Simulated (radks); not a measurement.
Task: Mo3+, configuration [Kr] 4d3. Method: Dirac Kohn-Sham, PBE, spin-unpolarised, spherical densities, finite nucleus; open shells fill j = l - 1/2 first; Fermi nuclear charge, rms radius 4.4091 fm; computed with a radial shooting solver on a logarithmic mesh with Libxc functionals. Some entries of the table are withheld. Estimate them.

| orbital | occ. | eigenvalue (Ry) | <r^2> (bohr^2) | <1/r> (bohr^-1) |
|---|---|---|---|---|
| 1s1/2 | 2 | -1458.587 | (1) | 43.55 |
| 2s1/2 | 2 | -208.0349 | 0.02779 | 9.913 |
| 2p1/2 | 2 | -191.5721 | 0.02099 | 9.888 |
| 2p3/2 | 4 | -183.7403 | 0.02235 | 9.415 |
| 3s1/2 | 2 | -37.40114 | 0.2106 | (2) |
| 3p1/2 | 2 | -31.13710 | (3) | (4) |
| 3p3/2 | 4 | -29.84716 | (5) | (6) |
| 3d3/2 | 4 | -18.77734 | 0.2053 | 2.987 |
| 3d5/2 | 6 | -18.53304 | 0.2087 | 2.958 |
| 4s1/2 | 2 | -7.06760 | 1.362 | 1.246 |
| 4p1/2 | 2 | (7) | 1.625 | 1.130 |
| 4p3/2 | 4 | (8) | 1.702 | 1.099 |
| 4d3/2 | 3 | -2.42586 | 3.019 | 0.8209 |
| 4d5/2 | 0 | -2.40481 | 3.064 | 0.8141 |

Result: 
(1) 1s1/2 <r^2> (bohr^2): 0.001669
(2) 3s1/2 <1/r> (bohr^-1): 3.391
(3) 3p1/2 <r^2> (bohr^2): 0.2087
(4) 3p1/2 <1/r> (bohr^-1): 3.290
(5) 3p3/2 <r^2> (bohr^2): 0.2190
(6) 3p3/2 <1/r> (bohr^-1): 3.176
(7) 4p1/2 eigenvalue (Ry): -5.26763
(8) 4p3/2 eigenvalue (Ry): -5.07795
